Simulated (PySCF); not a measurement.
Tl₂O was optimised in PySCF in the def2-TZVP basis family (density fitting, no spin–orbit coupling) with several functionals.

One of them gave a singlet of D∞h symmetry with a mean bond of 2.124 Å to O, wavenumbers 43 (×2), 136, 641 cm⁻¹ and a HOMO–LUMO gap of 3.27 eV.

Task: Which level of theory was it?
A. PBE0
B. PBE
C. B3LYP

Result: B. That is PBE, with O–Tl 2.124 Å (×2). The others give PBE0 2.092 Å and 682 cm⁻¹ for the highest mode; B3LYP 2.114 Å and 660 cm⁻¹ for the highest mode.

Spin–orbit coupling is large for Tl₂O and is left out. The structures come from searches over a few start shapes, so lower isomers are not excluded.
